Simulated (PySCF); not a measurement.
Numbering as in the mapped SMILES `[CH3:1][CH:2]([CH3:3])[C:4]1=[C:5]([O:6][SiH2:7][OH:8])[C@@H:9]1[F:10]` (H(Xn): hydrogen on atom n). Ha(Si7) is pro-R; Hb(Si7) is pro-S.

Gas phase, fast rotation and ring inversion assumed for equivalent nuclei, one conformer, relativity neglected. σ from GIAO-PBE0/pcSseg-1; coordinates at the GFN2-xTB level; PySCF.

References, each an isolated molecule treated in the same way: 13C (186.93 ppm) against TMS.

Task: Do the 13C shifts follow the atomic charges (in e)? Tabulate both.

Result: 
```json
{"atoms": "C5", "hybridisation": "sp2", "δ (ppm)": "135.8", "σ para (ppm)": "-210", "Hirshfeld": "+0.06", "IAO": "+0.18", "Mulliken": "+0.21", "ESP-fitted": "+0.21"}
{"atoms": "C4", "hybridisation": "sp2", "δ (ppm)": "104.7", "σ para (ppm)": "-179", "Hirshfeld": "-0.01", "IAO": "-0.05", "Mulliken": "+0.00", "ESP-fitted": "-0.20"}
{"atoms": "C9", "hybridisation": "sp3", "δ (ppm)": "72.6", "σ para (ppm)": "-134", "Hirshfeld": "+0.01", "IAO": "+0.09", "Mulliken": "+0.16", "ESP-fitted": "+0.05"}
{"atoms": "C2", "hybridisation": "sp3", "δ (ppm)": "26.8", "σ para (ppm)": "-83", "Hirshfeld": "-0.01", "IAO": "-0.11", "Mulliken": "-0.36", "ESP-fitted": "+0.48"}
{"atoms": "C1", "hybridisation": "sp3", "δ (ppm)": "23.7", "σ para (ppm)": "-85", "Hirshfeld": "-0.11", "IAO": "-0.41", "Mulliken": "-0.20", "ESP-fitted": "-0.62"}
{"atoms": "C3", "hybridisation": "sp3", "δ (ppm)": "22.0", "σ para (ppm)": "-82", "Hirshfeld": "-0.12", "IAO": "-0.41", "Mulliken": "-0.21", "ESP-fitted": "-0.62"}
```

Correlation coefficients of δ with charge over these carbons: Hirshfeld +0.81, IAO +0.83, Mulliken +0.85, ESP-fitted +0.38; with the paramagnetic shielding -1.00. Among the 4 sp3 carbons alone: Hirshfeld +0.74, IAO +0.86, Mulliken +0.91, ESP-fitted +0.36. With so few points, grouped by hybridisation, these coefficients are fragile. Charge is one influence among several: hybridisation and low-lying excitations act through the paramagnetic term.

Shifts are as computed. Against solution values, carbons near 30 ppm lie about +3 ppm off and those near 130 ppm about +5 ppm. Of 1211 compounds with measured shifts, 218 miss one by over three times the rms of a fit or turn the order of signals round; such compounds aren't used in these exercises.
